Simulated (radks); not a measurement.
Valence configurations of the neodymium ion Nd+ (all share [Xe]). Method: scalar-relativistic Kohn-Sham, PBE, spin-polarised, spherical densities, finite nucleus; open shells are filled with parallel spins first (spin-orbit coupling, left out, can overturn this in heavy ions); Fermi nuclear charge, rms radius 4.9123 fm; computed with a radial shooting solver on a logarithmic mesh with Libxc functionals. Energies are relative to 4f4 6s1; eigenvalues in eV for spin up.

valence              E (eV)  moment (Bohr magnetons)    e(4f)    e(5d)   e(6p)    e(6s)
4f4 6s1               0.000                        5   -8.513        -       -   -8.561
4f4 5d1               0.996                        5   -6.728   -6.505       -        -
4f4 6s0.5 6p0.5       1.523                        5   -9.074        -  -5.819   -8.861
4f5                   2.091                        5   -3.402        -       -        -
4f3 5d1 6s1           2.729                        5  -13.828   -9.107       -   -9.234
4f4 6p1               3.034                        5   -9.626        -  -6.141        -
4f3 5d0.5 6s1 6p0.5   4.447                        5  -15.504  -10.208  -6.558  -10.034
4f3 6s1 6p1           6.375                        5  -17.188        -  -7.206  -10.795
4f2 5d1 6s2          11.913                        3  -22.576  -11.862       -  -10.377
4f2 6s1 6p2          20.576                        5  -27.190        -  -8.656  -12.823

NIST lists [Xe] 4f4 6s1 as the ground configuration; this level of theory agrees among the configurations tried. The energies are those of spherical high-spin densities, not of single terms.
